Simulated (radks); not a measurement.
These are the eigenvalues of the occupied orbitals of an atom or ion with whole-number occupations (hartree). Calculated with a radial shooting solver on a logarithmic mesh with Libxc functionals: scalar-relativistic Kohn-Sham, LB94 model potential, spin-polarised, spherical densities, finite nucleus; Fermi nuclear charge, rms radius of each element as measured or else 0.836 A^(1/3) + 0.57 fm.

orbital  eigenvalue
1s down   -697.2565
1s up     -697.2563
2s up     -99.71198
2s down   -99.71143
2p up     -89.40715
2p down   -89.40705
3s up     -18.42350
3s down   -18.42091
3p up     -15.04414
3p down   -15.04174
3d up      -9.50600
3d down    -9.50344
4s down    -4.09661
4s up      -4.09404
4p down    -3.18744
4p up      -3.18601
4d up      -1.89477

Which element is it, and in what charge state? The configuration may be excited. Open shells, if any, are filled with parallel spins first.

Answer. Z = 41, niobium, charge +4: Nb4+ in [Kr] 4d1. The list shows which subshells hold electrons but not how many an open one holds; the 1s level, -697.26 hartree, gives Z - s = 37.3 by -(Z - s)^2/2, which with screening and relativity narrows Z to a few neighbours, and the depths of the outer levels then fix element, charge and occupations together.
